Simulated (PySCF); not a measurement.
# Frontier orbitals and the lowest excitations

Compound: C4H11Al.
Structure used (PBE0-D3(BJ)/def2-SVP), in Å, numbered top down from 1:
```xyz
16
C4H11Al angstrom
C     -0.3602    1.1723   -0.8759
C     -0.0162   -0.0251    0.0217
C     -0.0807   -1.3096   -0.8097
C     -1.0112   -0.1003    1.1806
Al     1.8390    0.2809    0.6628
H     -1.3772    1.0591   -1.3000
H     -0.3539    2.1293   -0.3253
H      0.3316    1.2700   -1.7302
H      0.1442   -2.2086   -0.2109
H     -1.0950   -1.4509   -1.2310
H      0.6236   -1.2918   -1.6580
H     -0.8036   -0.9498    1.8523
H     -1.0007    0.8132    1.7977
H     -2.0442   -0.2293    0.8036
H      2.1377    0.7403    2.1622
H      3.0517    0.1183   -0.3628
```

Level of theory: TDDFT PBE0/def2-SVPD, vertical, gas phase, core orbitals frozen in the response in PySCF 2.14.0, density-fitted response routines.

Frontier orbitals with the atoms that hold most of them (Löwdin shares over 4%, at most four atoms; ? is withheld):

| orbital | ε (eV) | atoms |
| --- | --- | --- |
| HOMO-3 | -9.33 | C1 24%, C2 22%, C4 17%, C3 10% |
| HOMO-2 | -9.33 | C3 24%, C2 22%, C4 19%, H13 8% |
| HOMO-1 | -8.27 | ? |
| HOMO | ? | C2 36%, Al5 19%, C1 8%, C3 7% |
| LUMO | -1.35 | ? |
| LUMO+1 | 0.35 | Al5 44%, C1 7%, C3 6%, C4 6% |
| LUMO+2 | 0.96 | Al5 50%, H15 17%, H16 15%, C2 8% |

Problem. Give the leading atoms of the LUMO.

Solution. Al5 (bonded to C and 2 H) 58%; H15 (bonded to Al) 10%; H16 (bonded to Al) 10%; C2 (bonded to Al and 3 C) 6%. By element: aluminium 58%, hydrogen 20% or more, carbon 6% or more.

Problem. Which atoms hold the HOMO-1, and with what shares?

Solution. Al5 (bonded to C and 2 H) 38%; H16 (bonded to Al) 29%; H15 (bonded to Al) 28%. By element: hydrogen 56% or more, aluminium 38%.

Problem. What is the HOMO energy, and the HOMO–LUMO gap?

Solution. ε(HOMO) = -6.95 eV; the gap is 5.60 eV (0.2057 hartree).

Within 0.005 eV of a neighbour in this list lie HOMO-3/HOMO-2.

Problem. The HOMO–LUMO gap is 5.60 eV. Where does the response calculation put the lowest singlet, and from which orbitals?

Solution. S1 is at 4.22 eV (f = 0.0006), 1.38 eV below the gap, made of HOMO→LUMO (99%). 

Problem. One configuration dominates each of S1, S2 and S3. Which, and how do the shares of the two leading atoms of either orbital change from the occupied to the empty one?

Solution. 
- S1 (4.22 eV, f 0.0006), HOMO→LUMO (99%): C2 36% → 6%, Al5 19% → 58%, H15 at most 8% → 10%
- S2 (5.38 eV, f 0.0000), HOMO-1→LUMO (100%): Al5 38% → 58%, H16 29% → 10%, H15 28% → 10%
- S3 (6.26 eV, f 0.0000), HOMO→LUMO+1 (99%): C2 36% → at most 7%, Al5 19% → 44%, C1 8% → 7%

Orbitals of the list HOMO-3 to LUMO+2 that lie within 0.01 eV of each other are written together with a slash and their weights summed (≥ marks a lower bound); for degenerate orbitals outside that list single weights are arbitrary.

Löwdin shares depend on the basis, the more so with diffuse functions.
